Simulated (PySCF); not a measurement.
NMR data simulated for an unnamed compound:

¹H NMR (500 MHz, computed): δ 5.57 (m, 2H), 5.12 (m, 1H), 4.11 (s, 3H), 3.78 (q, 2H), 1.45 (t, 3H).

¹³C{¹H} NMR (computed): δ 177.3 (C), 104.5 (CH), 64.8 (CH2), 17.0 (CH3).

- σ from GIAO-PBE0/pcSseg-1
- GFN2-xTB structure
- code: PySCF 2.14
- no solvent, non-relativistic, one computed conformer, equivalent nuclei averaged

References, each an isolated molecule treated in the same way: ¹H (σ = 31.72 ppm) and ¹³C (σ = 186.93 ppm) against TMS.

Q: Which of these does the molecule contain: an S-methyl group, a non-aromatic C=C double bond, a Si–H bond, a three-membered ring, a CH3CH2 unit, an aldehyde?

A: 
- An S-methyl group: no.
- A non-aromatic C=C double bond: yes.
- A Si–H bond: yes (δH 4.11 (s)).
- A three-membered ring: no.
- A CH3CH2 unit: yes (δC 17.0, 64.8; δH 1.45 (t), 3.78 (q)).
- An aldehyde: no.

The data belong to `CCO/C([SiH3])=C/[SiH2]F`, C$_{4}$H$_{11}$FOSi$_{2}$; they needn't prove each group on their own.

Carbon signals by region: 1 in the far downfield region (above 160 ppm), 1 in the sp2 and nitrile region (100–160 ppm), 1 at 50–100 ppm, 1 below 50 ppm. Above 160 ppm: 177.3, alkene carbon bearing oxygen.

Splittings by ¹⁹F in the carbon and heteronuclear signals aren't shown, as no couplings were computed. Shifts are as computed. Against solution values, carbons near 30 ppm lie about +3 ppm off and those near 130 ppm about +5 ppm. Of 1211 compounds with measured shifts, 218 miss one by over three times the rms of a fit or turn the order of signals round; such compounds aren't used in these exercises. Multiplicities follow the n + 1 count of equivalent neighbours, as no J values were calculated; m marks all less simple cases, F and P coupling included.
